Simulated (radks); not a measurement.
Values are calculated unless marked as measured or tabulated.
Question: B+, configuration [He] 2s1 4d1 (not the ground configuration). Code: a radial shooting solver on a logarithmic mesh with Libxc functionals. Model: non-relativistic Kohn-Sham, PBEsol, spin-polarised, spherical densities, point nucleus; open shells are filled with parallel spins first. Some entries of the table are withheld. Estimate them.

| orbital | occ. | eigenvalue (hartree) | r(max) (bohr) | <1/r> (bohr^-1) |
|---|---|---|---|---|
| 1s up | 1 | -7.58229 | (1) | 4.652 |
| 1s down | 1 | -7.55527 | (2) | 4.651 |
| 2s up | 1 | -1.06075 | 1.376 | (3) |
| 4d up | 1 | -0.11048 | 9.601 | 0.1436 |

Answer: 
(1) 1s up r(max) (bohr): 0.2109
(2) 1s down r(max) (bohr): 0.2111
(3) 2s up <1/r> (bohr^-1): 0.8760
